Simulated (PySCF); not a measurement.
The dipole of `FC(F)C(F)(F)COC(F)(F)C(F)F` from its density and from atomic charges.

Coordinates (PBE0-D3(BJ)/def2-SVP, Å) and charges (e) from the PBE0/pcSseg-1 density (PySCF):

```csv
atom,x,y,z,Mulliken,IAO,Hirshfeld,ESP-fitted
F1,-2.236,1.184,-1.390,-0.2888,-0.2906,-0.0858,-0.1837
C2,-2.408,0.723,-0.137,+0.5320,+0.4231,+0.1300,+0.2991
F3,-1.793,1.544,0.720,-0.2722,-0.2760,-0.0870,-0.1966
C4,-1.822,-0.690,-0.054,+0.3975,+0.5493,+0.1623,+0.3097
F5,-1.906,-1.097,1.226,-0.2768,-0.2817,-0.0858,-0.1731
F6,-2.619,-1.486,-0.801,-0.2883,-0.2912,-0.0815,-0.2068
C7,-0.414,-0.860,-0.574,+0.0578,-0.1001,-0.0229,-0.0440
O8,0.442,-0.048,0.197,-0.5079,-0.3611,-0.1294,-0.3008
C9,1.762,-0.198,-0.020,+0.6860,+0.6932,+0.2241,+0.4441
F10,2.175,-1.437,0.320,-0.2855,-0.2964,-0.0938,-0.2043
F11,2.070,-0.038,-1.319,-0.2823,-0.2871,-0.0881,-0.1622
C12,2.506,0.825,0.840,+0.5334,+0.4287,+0.1285,+0.2911
F13,2.172,2.057,0.442,-0.2775,-0.2789,-0.0882,-0.1704
F14,3.824,0.652,0.677,-0.2812,-0.2817,-0.0923,-0.1852
H15,-3.487,0.685,0.094,+0.1243,+0.1573,+0.0565,+0.1126
H16,-0.153,-1.925,-0.476,+0.1568,+0.1652,+0.0492,+0.1521
H17,-0.388,-0.571,-1.635,+0.1575,+0.1694,+0.0461,+0.1197
H18,2.239,0.689,1.902,+0.1152,+0.1586,+0.0583,+0.0985
```

**Question.** Compute μ = Σ q r for each scheme (1 e·Å = 4.803 D) and compare with the dipole of the full density.

**Answer.** The full density gives (-1.69, -1.00, 0.46) D, 2.01 D in size; dipole vectors point from the negative to the positive end.

| scheme | μx | μy | μz | size (D) | share of the full size (%) | angle to the full dipole (°) |
| --- | --- | --- | --- | --- | --- | --- |
| Mulliken | -2.09 | -0.97 | 0.82 | 2.45 | 121 | 9 |
| IAO | -2.90 | -1.44 | 1.29 | 3.49 | 173 | 9 |
| Hirshfeld | -1.14 | -0.46 | 0.40 | 1.30 | 64 | 9 |
| ESP-fitted | -1.69 | -0.98 | 0.43 | 2.00 | 99 | 1 |

**Question.** Which set comes closest?

**Answer.** Length of the difference vector: ESP-fitted 0.03 D, Mulliken 0.54 D, Hirshfeld 0.77 D, IAO 1.54 D. Closest: ESP-fitted. ESP charges are fitted to the potential around the molecule, whose slowest-falling term is the dipole's. The schemes that divide the density aren't constrained to reproduce the dipole.

**Question.** What is left for the Hirshfeld atoms' own dipoles?

**Answer.** The Hirshfeld atoms' densities add up to the full density, so μ = Σ q r + Σ (atomic dipoles). The atomic dipoles sum to (-1.69, -1.00, 0.46) − (-1.14, -0.46, 0.40) = (-0.55, -0.54, 0.06) D, 0.77 D in size.

**Question.** With the origin at the mean of the coordinates, (-0.002, 0.000, 0.001) Å, which are the largest single terms, by size, of the ESP-fitted dipole along the direction of the full one?

**Answer.** C12 -3.25, F14 +3.01, C9 -2.96, C4 +2.76, F6 -2.73 D; all 18 atoms together +2.00 D. The single terms depend on the origin, their sum doesn't.

**Question.** Give the size of the full dipole in other units.

**Answer.** 2.01 D = 0.793 au = 0.419 e·Å = 6.72 × 10⁻³⁰ C·m.

The structure is a single PBE0-D3(BJ)/def2-SVP conformer in the gas phase; no vibrational or solvent corrections.

The run behind these numbers computed NMR shieldings as well. Time: 30 s wall, 71 s CPU; peak memory 1.9 GiB. Hardware: 2 threads of an Intel Xeon 6975P-C, shared host with 192 logical CPUs at a one-minute load of 69.
